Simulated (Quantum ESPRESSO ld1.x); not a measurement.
Values are calculated unless marked as measured or tabulated.
Task: The mean radii <r> (bohr) of the occupied orbitals of an atom or ion are listed with their occupations. Code: ld1.x of Quantum ESPRESSO 7.5. Model: scalar-relativistic Kohn-Sham, revPBE, spin-unpolarised, spherical densities, point nucleus.

| orbital | occ. | <r> |
|---|---|---|
| 1s | 2 | 0.02037 |
| 2s | 2 | 0.08645 |
| 2p | 6 | 0.07672 |
| 3s | 2 | 0.2253 |
| 3p | 6 | 0.2245 |
| 3d | 10 | 0.2038 |
| 4s | 2 | 0.5071 |
| 4p | 6 | 0.5373 |
| 4d | 10 | 0.5791 |
| 5s | 2 | 1.174 |
| 5p | 4 | 1.323 |
| 4f | 10 | 0.7081 |

Name the element and its charge.

Result: Z = 68, erbium, charge +6: Er6+ in [Kr] 4d10 4f10 5s2 5p4. The 1s radius gives Z: for a bare nucleus <r> = (2 gamma + 1)/(2Z) with gamma = sqrt(1 - (Z/c)^2), 0.02012 bohr for Z = 68, and screening makes it slightly larger (0.02037 here). The occupations add up to 62, and the charge is Z minus that.
